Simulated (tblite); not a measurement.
Species: C₅H₁₂NSi (doublet state).
Structure used (GFN2-xTB), in Å, numbered top down from 1:
```xyz
19
C5H12NSi angstrom
C      2.1965   -0.4683   -0.5052
C      1.8411    0.9826   -0.1919
Si     0.0866    1.1550    0.5412
N      0.0953    0.3715    2.0791
C     -1.1833    0.4441   -0.6784
C     -1.5829   -1.0058   -0.5790
C     -2.5576    0.0630   -0.2116
H      3.1762   -0.5333   -0.9774
H      2.2238   -1.0651    0.4043
H      1.4652   -0.9085   -1.1801
H      1.9123    1.5694   -1.1079
H      2.5761    1.3932    0.5001
H      0.7223   -0.3957    2.2705
H     -0.7457    0.2920    2.6247
H     -1.1384    0.8422   -1.6861
H     -1.7449   -1.5614   -1.4917
H     -1.1583   -1.6018    0.2158
H     -3.3973    0.2411   -0.8677
H     -2.7967    0.1949    0.8338
```

All values are computed: GFN2-xTB (tblite) harmonic vibrations without scaling, gas phase. This tight-binding method is rough: wavenumbers can miss measured ones by several per cent, in bad cases by 10 to 20. One conformer, not necessarily the lowest. Open shells enter through the occupations alone, without spin polarisation, and single modes of such species can be off by tens of per cent.

Harmonic wavenumbers (cm⁻¹): 42.4, 44.3, 64.9, 115.3, 146.1, 173.1, 236.7, 249.1, 302.0, 326.4, 373.3, 601.4, 693.0, 724.1, 783.0, 807.9, 841.7, 888.0, 947.5, 985.5, 997.6, 1016.1, 1020.3, 1062.9, 1064.6, 1070.9, 1112.5, 1160.5, 1240.2, 1246.2, 1290.4, 1334.9, 1414.6, 1450.0, 1488.5, 1491.7, 1502.9, 1511.2, 1518.7, 2983.2, 2996.2, 3005.7, 3021.5, 3025.3, 3029.8, 3067.8, 3073.6, 3076.0, 3089.5, 3419.6, 3512.9.

A = 3053, B = 1504, C = 1275 MHz; mass 114.074 u (most abundant isotopes); point group C1, symmetry number 1; spin multiplicity 2.

Task: What is the zero-point energy?

Result: Half the sum of the wavenumbers: 35321 cm⁻¹ = 100.99 kcal/mol.

Task: Entropy at 298.15 K, 1 bar (ideal gas, RRHO, classical rotation)?

Result: Translation 40.14, rotation 28.40, vibration 32.92, spin (R ln 2) 1.38: S = 102.8 cal/(mol K).

Task: And Cp and H(298.15 K) − H(0)?

Result: Cp = 37.60 cal/(mol K), of which vibrations give 29.66 (their classical limit is 51 R = 101.3); H(298.15 K) − H(0) = 7.18 kcal/mol without the zero-point energy, 4.81 from vibrations.

Task: How do the functions run with temperature in this model?

Result: 
| T (K) | S (cal/(mol K)) | Cp (cal/(mol K)) | H − H(0) (kcal/mol) | G − H(0) (kcal/mol) | ln q(vib) |
| --- | --- | --- | --- | --- | --- |
| 150 | 82.1 | 24.9 | 2.59 | -9.72 | 4.16 |
| 250 | 96.6 | 33.1 | 5.48 | -18.68 | 7.12 |
| 400 | 115.2 | 47.1 | 11.50 | -34.59 | 11.16 |
| 600 | 137.3 | 62.0 | 22.49 | -59.89 | 16.25 |
| 900 | 165.4 | 76.5 | 43.43 | -105.44 | 23.35 |

q(vib) and H(0) count from the zero-point level.

Task: Blend soft modes into free rotors: weight 1/[1 + (100 cm⁻¹/ν̃)⁴] for the oscillator and the rest for a rotor with moment μB/(μ + B), μ = h/(8π²ν), B = 10⁻⁴⁴ kg m². What vibrational entropy results?

Result: 29.12 cal/(mol K) in place of 32.92, which changes −T·S at 298.15 K by +1.13 kcal/mol.

Task: Which modes carry the vibrational entropy at 298.15 K?

Result: 42.4 cm⁻¹: 5.14; 44.3 cm⁻¹: 5.06; 64.9 cm⁻¹: 4.30; 115.3 cm⁻¹: 3.18; 146.1 cm⁻¹: 2.72; 173.1 cm⁻¹: 2.40 cal/(mol K); the other 45 give 10.12 together.

Hindered rotation and anharmonicity are outside this model. Other conformers, if any are populated, would add a mixing term that is left out. The structure is chiral; the term R ln 2 for an equal mix with its mirror image is left out.
